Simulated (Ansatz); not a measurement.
Species: H$_{2}$GeO$_{2}$, charge 0, singlet. H2GeO2 (SMILES [OH][Ge][OH]).
B3LYP-D3(BJ)/def2-TZVP minimum from Ansatz (an electronic-structure program):
```xyz
5

Ge     0.0676    -0.0640     0.4171
O      0.9551     0.8536    -0.8468
H      1.7451     1.2882    -0.5066
O     -1.2091    -0.6129    -0.7213
H     -1.8752    -1.1649    -0.2966
```

Property: atomisation energy (electronic, to ground-state atoms), in kcal/mol. UHF or UKS for unpaired electrons; spin-orbit terms are left out. Correlated methods leave the cores frozen (noble-gas shells, and filled d and f shells in the p block). No relativity. CBS(X,Y): correlation extrapolated as X^-3, Hartree-Fock from the larger set (Q,5: extrapolated as (X+1)exp(-9√X)). A bracket is a step between two methods taken in the basis named. Double hybrids freeze cores in their MP2 part. For partners of very few electrons the exact lower level stands in for a higher one.

CCSD(T)/CBS(cc-pVQZ,cc-pV5Z) + [CCSDT(Q) - CCSD(T)]/cc-pVTZ (Ansatz) gives 426.8 kcal/mol.

Question: How far off this value is PBE/def2-TZVPD (Ansatz), in which direction, and how far these levels: PBE0/def2-TZVPD, wB97M-V/def2-TZVPD, B2PLYP/def2-TZVPD, CCSD(T)/CBS(cc-pVQZ,cc-pV5Z)?

Answer: PBE gives 433.8 kcal/mol, 7.0 kcal/mol above it. Differences of the others: PBE0/def2-TZVPD (Ansatz) -12.9; wB97M-V/def2-TZVPD (Ansatz) -3.7; B2PLYP/def2-TZVPD (Ansatz) -8.1; CCSD(T)/CBS(cc-pVQZ,cc-pV5Z) (Ansatz) -0.4 kcal/mol.
